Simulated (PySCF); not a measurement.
**Field gradients at the hydrogen positions**

Compound: C5H8F2.
Structure used (PBE0-D3(BJ)/def2-SVP), in Å, numbered top down from 1:
```
atom  x, y, z in Å
C1     2.1194    0.1201   -0.6322
C2     1.3519    0.4984    0.5908
C3     0.0960    0.1632    0.9104
C4    -0.8470   -0.6646    0.0970
C5    -2.1252    0.0687   -0.2342
F6    -2.9339   -0.7246   -0.9729
F7    -2.7914    0.3851    0.9022
H8     3.0018   -0.4859   -0.3661
H9     2.5032    1.0167   -1.1461
H10    1.5254   -0.4552   -1.3557
H11    1.8973    1.1176    1.3133
H12   -0.3091    0.5294    1.8599
H13   -1.1480   -1.5703    0.6527
H14   -0.3986   -0.9986   -0.8494
H15   -1.9511    1.0041   -0.7957
```

Level: PBE0/pcSseg-1 (PySCF, non-relativistic); Q(2H) = 0.00286 b; rigid geometry, the same for H and D, with no vibrational averaging.

Question: Rank these positions by the coupling χzz of a deuteron there, largest first.
A. H13 (methylene hydrogen)
B. H11 (vinylic hydrogen)
C. H14 (methylene hydrogen)
D. H15 (methine hydrogen)

Answer: B (200 kHz), C (194 kHz), A (188 kHz), D (175 kHz).

What are Vzz, η and χzz (234.96 MHz × Q × Vzz) at all hydrogens?

```
atom  bonded to  bond length (Å)  Vzz (au)     η  χzz (kHz)
  H8         C1            1.103    0.2879  0.02        193
  H9         C1            1.102    0.2887  0.03        194
 H10         C1            1.099    0.2954  0.04        198
 H11         C2            1.097    0.2972  0.07        200
 H12         C3            1.095    0.2981  0.08        200
 H13         C4            1.104    0.2798  0.02        188
 H14         C4            1.099    0.2885  0.04        194
 H15         C5            1.105    0.2611  0.04        175
```

How does χzz go with the bond length over the 8 C–H bonds?

A straight-line fit has a slope of -18.5 kHz for each 0.01 Å, with a correlation coefficient of -0.81, over lengths from 1.095 to 1.105 Å. The longer bonds have the smaller couplings here.

A static deuteron (I = 1) shows a doublet split by (3/2)χ, (3/4)χ(1 + η) and (3/4)χ(1 − η) with the field along z, y and x of the gradient. What are these for H13?

With |χ| = 188.0 kHz and η = 0.021: 282, 144 and 138 kHz, to first order and without motion.

One conformer (not necessarily the lowest) at the PBE0-D3(BJ)/def2-SVP geometry, without solvent, vibrations or thermal averaging. The basis is small and wasn't made for field gradients, so the couplings can be 20 % off.
